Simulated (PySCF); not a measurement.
Calculation: B3LYP-D3(BJ)/def2-TZVP // PBE0-D3(BJ)/def2-TZVP run with PySCF. Gas-phase values, no solvent. One relaxed conformer stands for a flexible species; it need not be the lowest. B3LYP has the VWN-RPA correlation part, as in Gaussian. Delta-SCF ions had no search for a lower state. 

Reference species (SMILES): `SC#CC` (neutral, multiplicity 1).

The S1 oscillator strength is 0.000 and the vertical ionisation energy (Delta-SCF) is 8.63 eV. The LUMO comes out as -0.22 eV and the HOMO is -6.26 eV.

Changed species: `C#CCS`.

Problem. Give the shifts of the S1 oscillator strength, vertical ionisation energy (Delta-SCF), LUMO and HOMO.

Solution. the S1 oscillator strength stays essentially unchanged; the vertical ionisation energy (Delta-SCF) rises by 0.67 eV, to 9.30 eV; the LUMO rises by 0.04 eV, to -0.18 eV; the HOMO falls by 0.55 eV, to -6.81 eV.
